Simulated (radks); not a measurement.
The mean radii <r> (bohr) of the occupied orbitals of an atom or ion are listed with their occupations. Calculated with a radial shooting solver on a logarithmic mesh with Libxc functionals: Dirac Kohn-Sham, BP86, spin-unpolarised, spherical densities, finite nucleus; Fermi nuclear charge, rms radius of each element as measured or else 0.836 A^(1/3) + 0.57 fm.

orbital  occ.      <r>
1s1/2       2  0.01804
2s1/2       2  0.07559
2p1/2       2  0.06246
2p3/2       4  0.07053
3s1/2       2   0.1969
3p1/2       2   0.1869
3p3/2       4   0.2019
3d3/2       4   0.1765
3d5/2       6   0.1811
4s1/2       2   0.4405
4p1/2       2   0.4450
4p3/2       4   0.4784
4d3/2       4   0.4934
4d5/2       6   0.5048
5s1/2       2    1.035
5p1/2       2    1.133
5p3/2       4    1.232
4f5/2       6   0.5757
4f7/2       8   0.5845
5d3/2       4    1.719
6s1/2       1    2.687
7s1/2       1    6.313

Name the element and its charge. Open shells, if any, fill j = l - 1/2 first.

Answer. Z = 75, rhenium, charge +1: Re+ in [Xe] 4f14 5d4 6s1 7s1. The 1s radius gives Z: for a bare nucleus <r> = (2 gamma + 1)/(2Z) with gamma = sqrt(1 - (Z/c)^2), 0.01783 bohr for Z = 75, and screening makes it slightly larger (0.01804 here). The occupations add up to 74, and the charge is Z minus that.
